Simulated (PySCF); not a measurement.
C3H7S, doublet, at a GFN2-xTB geometry. Base run: PySCF with DF-BLYP/6-31G.

The PySCF input:
```python
from pyscf import gto, scf, dft

mol = gto.Mole()
mol.atom = '''
    C     1.333431   -1.051811    0.067840
    C     0.026105   -0.359441    0.208596
    C    -1.237205   -1.134688    0.089299
    S     0.011941    1.340825   -0.167962
    H     1.460684   -1.490001   -0.929288
    H     1.405139   -1.865983    0.790537
    H     2.153436   -0.357223    0.237283
    H    -2.077281   -0.592706    0.525101
    H    -1.489774   -1.349897   -0.956398
    H    -1.131328   -2.088510    0.604595
    H    -1.245913    1.566753    0.221157
'''
mol.basis = '6-31g'
mol.charge = 0
mol.spin = 1
mol.verbose = 4
mol.build()

mf = dft.UKS(mol)
mf.xc = 'blyp'
mf = mf.density_fit(auxbasis='def2-universal-jkfit')
mf.kernel()
mf.analyze()
```

Variants of this job, named by their change:

```json
[
 {"change": "base", "basis functions": "54", "E (Eh)": "-516.50777", "HOMO (eV)": "-3.08", "dipole (D)": "1.45", "core-seconds (rough)": "10"},
 {"change": "basis = STO-3G", "basis functions": "31", "E (Eh)": "-510.70172", "HOMO (eV)": "-0.27", "dipole (D)": "0.66", "core-seconds (rough)": "5"},
 {"change": "basis = LANL2DZ", "basis functions": "(withheld)", "E (Eh)": "(withheld)", "HOMO (eV)": "-3.08", "dipole (D)": "(withheld)", "core-seconds (rough)": "8"},
 {"change": "basis = 6-31+G*", "basis functions": "(withheld)", "E (Eh)": "(withheld)", "HOMO (eV)": "(withheld)", "dipole (D)": "(withheld)", "core-seconds (rough)": "10"},
 {"change": "basis = pcseg-1", "basis functions": "95", "E (Eh)": "-516.55907", "HOMO (eV)": "-3.39", "dipole (D)": "1.16", "core-seconds (rough)": "10"},
 {"change": "basis = pc-1", "basis functions": "95", "E (Eh)": "-516.57672", "HOMO (eV)": "-3.34", "dipole (D)": "1.06", "core-seconds (rough)": "10"},
 {"change": "basis = 6-311G**", "basis functions": "122", "E (Eh)": "-516.63780", "HOMO (eV)": "-3.38", "dipole (D)": "1.19", "core-seconds (rough)": "20"},
 {"change": "basis = 6-311++G**", "basis functions": "(withheld)", "E (Eh)": "(withheld)", "HOMO (eV)": "-3.46", "dipole (D)": "(withheld)", "core-seconds (rough)": "20"},
 {"change": "basis = 6-311+G(2d,p)", "basis functions": "158", "E (Eh)": "-516.64602", "HOMO (eV)": "-3.46", "dipole (D)": "1.13", "core-seconds (rough)": "20"},
 {"change": "basis = aug-cc-pVDZ", "basis functions": "159", "E (Eh)": "-516.60484", "HOMO (eV)": "-3.45", "dipole (D)": "1.13", "core-seconds (rough)": "20"},
 {"change": "basis = aug-pcseg-1", "basis functions": "159", "E (Eh)": "-516.56570", "HOMO (eV)": "-3.47", "dipole (D)": "1.13", "core-seconds (rough)": "20"},
 {"change": "basis = def2-TZVP", "basis functions": "172", "E (Eh)": "-516.65565", "HOMO (eV)": "-3.42", "dipole (D)": "1.05", "core-seconds (rough)": "30"},
 {"change": "basis = pc-2", "basis functions": "(withheld)", "E (Eh)": "(withheld)", "HOMO (eV)": "-3.47", "dipole (D)": "(withheld)", "core-seconds (rough)": "30"}
]
```

Problem. Some entries are withheld; supply them.

Solution. 
- basis = LANL2DZ, basis functions: 49
- basis = LANL2DZ, E (Eh): -128.43453
- basis = LANL2DZ, dipole (D): 1.40
- basis = 6-31+G*, basis functions: 90
- basis = 6-31+G*, E (Eh): -516.56903
- basis = 6-31+G*, HOMO (eV): -3.40
- basis = 6-31+G*, dipole (D): 1.23
- basis = 6-311++G**, basis functions: 145
- basis = 6-311++G**, E (Eh): -516.64017
- basis = 6-311++G**, dipole (D): 1.15
- basis = pc-2, basis functions: 222
- basis = pc-2, E (Eh): -516.67437
- basis = pc-2, dipole (D): 1.10

Totals compare only among sets that treat the same electrons; sets with core potentials leave the core out.

Open shells are given as the SCF converged; they aren't shown to be the lowest states, and a large step between rows can be another state.
